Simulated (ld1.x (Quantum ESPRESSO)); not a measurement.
**Logarithmic derivatives: O, PAW**

oxygen, PAW, made with ld1.x (Quantum ESPRESSO) 7.5 (LDA (PZ), non-relativistic). Core [He], reference 2s2 2p2.5 (charge +1.5). Waves: 2s (bound): rcut 0.65, rcutus 0.70 bohr; 2s channel at -2.1 Ry: rcut 0.65, rcutus 0.70 bohr; 2p (bound): rcut 1.30, rcutus 1.45 bohr; 2p channel at 1.8 Ry: rcut 1.30, rcutus 1.45 bohr; 3d channel at 0.4 Ry: rcut 1.20, rcutus 1.30 bohr; 3d channel at 0.75 Ry: rcut 1.20, rcutus 1.30 bohr. Local part: all-electron potential smoothed inside 0.90 bohr (lloc = -1). Core correction: Bessel-smoothed model core inside 0.30 bohr. Augmentation charge: BG, radius 0.60 bohr.

The phase is arctan(r·u′/u) with u = r·R(r), unwrapped; energies in Ry, scanned from -6 to 5 Ry. A pole is an energy at which the radial function vanishes at the test radius. The pseudo phase is shifted by a multiple of π to meet the all-electron one at the reference energy, and phase errors are pseudo minus all-electron; the curves can meet again beyond the range given. Levels narrower than the energy grid can be missing from the lists of poles.

```
channel  radius (bohr)  reference energy (Ry)  poles, all-electron  poles, pseudo  unbroken range about the reference energy with phases within 0.05 rad  phase error 1 Ry above the reference energy (rad)
      s           1.59                  -3.55                -2.26          -2.26                                                        the whole range                                             -0.000
      p           1.59                  -2.47                -1.38          -1.39                                                              below 3.2                                             -0.003
      d           1.59                   0.40                 none           none                                                        the whole range                                             +0.000
```

Phases in the s channel:

```csv
E (Ry),all-electron,pseudo
-6.00,1.124,1.124
-5.74,1.083,1.083
-5.48,1.030,1.030
-5.22,0.956,0.956
-4.96,0.849,0.849
-4.70,0.680,0.680
-4.44,0.400,0.400
-4.18,-0.048,-0.048
-3.92,-0.571,-0.571
-3.66,-0.959,-0.959
-3.40,-1.195,-1.195
-3.14,-1.339,-1.339
-2.88,-1.435,-1.435
-2.62,-1.503,-1.503
-2.36,-1.554,-1.554
-2.10,-1.595,-1.595
-1.84,-1.629,-1.629
-1.58,-1.658,-1.658
-1.32,-1.684,-1.684
-1.06,-1.707,-1.707
-0.80,-1.729,-1.729
-0.54,-1.751,-1.751
-0.28,-1.771,-1.771
-0.02,-1.792,-1.792
0.24,-1.814,-1.814
0.50,-1.836,-1.836
0.76,-1.859,-1.859
1.02,-1.885,-1.885
1.28,-1.912,-1.912
1.54,-1.943,-1.943
1.80,-1.978,-1.978
2.06,-2.017,-2.017
2.32,-2.063,-2.063
2.58,-2.117,-2.118
2.84,-2.183,-2.183
3.10,-2.263,-2.263
3.36,-2.362,-2.363
3.62,-2.486,-2.487
3.88,-2.641,-2.643
4.14,-2.831,-2.834
4.40,-3.051,-3.055
4.66,-3.286,-3.291
4.92,-3.511,-3.517
```
